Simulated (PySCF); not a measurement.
Positional isomers: propene ethynyl. Isolated molecules, 0 K electronic values unless said otherwise. One relaxed conformer stands for each flexible species; it need not be the lowest. Strings in code marks are SMILES.

These are M06-2X/def2-TZVP // PBE0-D3(BJ)/def2-TZVP (PySCF) values and carry that method's errors. Delta-SCF ions had no search for a lower state. Excitations are Tamm–Dancoff values on a coarser integration grid. The basis has no diffuse functions, so Rydberg states are missing or too high.

| species | vertical ionisation energy (Delta-SCF) (eV) | S1–T1 gap (TDA) (eV) | T1 excitation (TDA) (eV) | S1 oscillator strength |
|---|---|---|---|---|
| `C#C/C=C/C` | 9.05 | 1.64 | 3.85 | 0.000 |
| `C#C/C=C\C` | 9.10 | 1.63 | 3.86 | 0.000 |
| `C(#C)CC=C` | 9.97 | 1.32 | 4.91 | 0.000 |
